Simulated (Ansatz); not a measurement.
Wavefunction ladder for C₂H₆OSW, SMILES `[CH3][W]([CH3])(=[O])=[S]`

```xyz
11

C    -0.0935    1.7448    0.3869
W     0.4907   -0.0164   -0.5951
C    -0.4682   -1.7187    0.1732
O     0.0432    0.1325   -2.2223
S     2.5978   -0.2567   -0.3914
H     0.1775    1.6800    1.4459
H     0.3791    2.6352   -0.0347
H    -1.1804    1.8550    0.2902
H    -0.2050   -1.8410    1.2291
H    -0.1890   -2.6316   -0.3582
H    -1.5523   -1.5832    0.0764
```

Charge 0, multiplicity 1. Correlated methods include outer-core shells of W, which these sets cover unevenly. W: def2 effective core potential. The geometry is a stationary point of PBE0-D4/def2-TZVP. Frozen core, restricted reference, the Gaussian-basis code of Ansatz.

| basis | HF (Eh) | MP2 corr. | CCSD corr. | (T) | CCSD(T) total |
| --- | --- | --- | --- | --- | --- |
| def2-SVP | ? | -1.00902 | ? | -0.05074 | ? |
| def2-TZVPP | -618.15654 | ? | ? | -0.07540 | ? |
| def2-QZVPP | -618.17624 | -1.40751 | – | – | – |

(1) Fill in the withheld values. (Best estimate.)

Results:

(1) Ansatz gave: def2-SVP HF (Eh): -617.80012; def2-SVP CCSD corr.: -0.99063; def2-SVP CCSD(T) total: -618.84149; def2-TZVPP MP2 corr.: -1.29435; def2-TZVPP CCSD corr.: -1.26718; def2-TZVPP CCSD(T) total: -619.49912.
